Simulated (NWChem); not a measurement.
# Correlation energy of H3ClSi

SMILES: [SiH3]Cl
```xyz
5

Si     0.9965     0.0279     0.0000
Cl    -1.0818    -0.0303     0.0000
H      1.4600     0.7444     1.2180
H      1.4600     0.7444    -1.2180
H      1.5191    -1.3644     0.0000
```
Charge 0, spin multiplicity 1.

Everything below was run with NWChem. The geometry was optimised at B3LYP/def2-SVP, a minimum by its harmonic frequencies.

Basis set: cc-pVTZ. Each correlation energy counts from its own Hartree-Fock reference.

The correlated methods keep 10 core orbitals frozen. The structure started from a generated list of species. Coupled-cluster values serve here as a point of comparison, not as the truth.

Task: For the correlation energy, RI-MP2 gives -318.9 mHa and MP2 gives -318.9 mHa. What do SCS-MP2, CR-CCSD[T], CR-CCSD(T) give?

Result: SCS-MP2: -326.5 mHa; CR-CCSD[T]: -366.7 mHa; CR-CCSD(T): -366.6 mHa.
